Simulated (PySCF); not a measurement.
First SCF of a structure search on triplet W(OH)2, at a hand-made bent (heavy-atom frame) geometry. PySCF input:

```python
from pyscf import gto, scf, dft
mol = gto.M(atom='''
W      0.000000     0.000000     0.000000
O      1.638300     0.000000     1.147200
O     -1.638300     0.000000     1.147200
H      2.143800    -0.735400     1.501100
H     -2.143800     0.735400     1.501100''',
    basis={'W': 'def2-TZVP', 'O': 'def2-TZVP', 'H': 'def2-TZVP'},
    ecp={'W': 'def2-TZVP'},
    charge=0, spin=2)
mf = dft.UKS(mol, xc='PBE0')
mf.grids.atom_grid = (50, 194)
aux = {'W': 'def2-universal-JKFIT', 'O': 'def2-universal-JKFIT', 'H': 'def2-universal-JKFIT'}
mf = mf.density_fit(auxbasis=aux)
mf.conv_tol = 1e-08
mf.diis_space = 10
mf.max_cycle = 60
mf.init_guess = 'minao'
mf.verbose = 4
mf.kernel()
```

Excerpt of the output (cycles alone):

```
init E= -199.422193707729
cycle= 1 E= -218.211803165131  delta_E= -18.8  |g|= 0.925  |ddm|= 5.13
cycle= 2 E= -212.704243419692  delta_E= 5.51  |g|=  3.5  |ddm|= 2.22
cycle= 3 E= -218.483849493984  delta_E= -5.78  |g|= 0.369  |ddm|= 2.02
cycle= 4 E= -218.539484295274  delta_E= -0.0556  |g|= 0.201  |ddm|= 0.832
cycle= 5 E= -218.563671178405  delta_E= -0.0242  |g|= 0.0561  |ddm|= 0.321
cycle= 6 E= -218.565400554388  delta_E= -0.00173  |g|= 0.0175  |ddm|= 0.0554
cycle= 7 E= -218.566090420499  delta_E= -0.00069  |g|= 0.00899  |ddm|= 0.0727
cycle= 8 E= -218.566411645692  delta_E= -0.000321  |g|= 0.0043  |ddm|= 0.0484
cycle= 9 E= -218.566657009899  delta_E= -0.000245  |g|= 0.00387  |ddm|= 0.0415
cycle= 10 E= -218.56682205863  delta_E= -0.000165  |g|= 0.00373  |ddm|= 0.0266
cycle= 11 E= -218.567283196292  delta_E= -0.000461  |g|= 0.00349  |ddm|= 0.077
cycle= 12 E= -218.567676920312  delta_E= -0.000394  |g|= 0.00321  |ddm|= 0.0726
cycle= 13 E= -218.567820446861  delta_E= -0.000144  |g|= 0.00382  |ddm|= 0.0306
cycle= 14 E= -218.567747030366  delta_E= 7.34e-05  |g|= 0.004  |ddm|= 0.0136
cycle= 15 E= -218.568169911565  delta_E= -0.000423  |g|= 0.00539  |ddm|= 0.135
cycle= 16 E= -218.568051931143  delta_E= 0.000118  |g|= 0.00217  |ddm|= 0.0487
cycle= 17 E= -218.568102781495  delta_E= -5.09e-05  |g|= 0.00324  |ddm|= 0.0392
cycle= 18 E= -218.568176367407  delta_E= -7.36e-05  |g|= 0.00372  |ddm|= 0.0381
cycle= 19 E= -218.568223039138  delta_E= -4.67e-05  |g|= 0.00153  |ddm|= 0.038
cycle= 20 E= -218.568222442359  delta_E= 5.97e-07  |g|= 0.00166  |ddm|= 0.00729
cycle= 21 E= -218.568232017372  delta_E= -9.58e-06  |g|= 0.00118  |ddm|= 0.0329
cycle= 22 E= -218.568233637317  delta_E= -1.62e-06  |g|= 0.000254  |ddm|= 0.0127
cycle= 23 E= -218.56823438877  delta_E= -7.51e-07  |g|= 9.95e-05  |ddm|= 0.00435
cycle= 24 E= -218.568234548795  delta_E= -1.6e-07  |g|= 6.29e-05  |ddm|= 0.002
cycle= 25 E= -218.568234638676  delta_E= -8.99e-08  |g|= 2.54e-05  |ddm|= 0.00243
cycle= 26 E= -218.568234641814  delta_E= -3.14e-09  |g|= 2.26e-05  |ddm|= 0.000551
Extra cycle  E= -218.568234642372  delta_E= -5.58e-10  |g|= 3.09e-05  |ddm|= 7.08e-05
converged SCF energy = -218.568234642372  <S^2> = 2.0366479  2S+1 = 3.0243332
```

This is not the lowest solution: another start and a stability analysis within the same unrestricted form found one 32.1 kJ/mol lower, at -218.58047 Eh.

Other spin states or occupations of the open shell can lie lower. Spin–orbit coupling, left out here, can matter for elements this heavy.

The search for the lowest solution, 3 starts and the stability check together, took 17 s on 4 threads of a shared Arm Neoverse V1 host, with 114 basis functions; the process peaked at 0.71 GiB. Launch command: `OMP_NUM_THREADS=4 python axn.py task.json out`.
